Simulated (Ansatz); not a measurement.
Relaxation of AsH2S (4 atoms, charge -1, multiplicity 1), to a largest force component of 0.015 eV/Å in at most 40 steps.

Theory: RKS PBE/def2-SVP in Ansatz 0.2.0.

```xyz
4
Properties=species:S:1:pos:R:3
S -1.596 0.055 0.910
As 0.109 -0.627 -0.132
H 0.225 0.389 -1.305
H 1.262 0.183 0.528
```

**Question.** Where does it end, and by what steps?

**Answer.** It converged. Limits of this set-up: an anion without diffuse functions, the dipole of an ion depends on the origin. After 3 steps the energy has fallen by 0.085 eV; S1 moved furthest, 0.09 Å.

```tsv
step	energy less start (eV)	largest force component (eV/Å)	accepted
0	0.0000	1.194	yes
1	-0.0447	0.622	yes
2	-0.0845	0.044	yes
3	-0.0846	0.006	yes
```

```xyz
4
Properties=species:S:1:pos:R:3
S -1.677 0.039 0.954
As 0.097 -0.611 -0.124
H 0.257 0.392 -1.357
H 1.323 0.180 0.527
```

Time of the run: 5.3 s on 1 thread of Arm Neoverse V1 (shared host), peak memory 0.1 GiB.
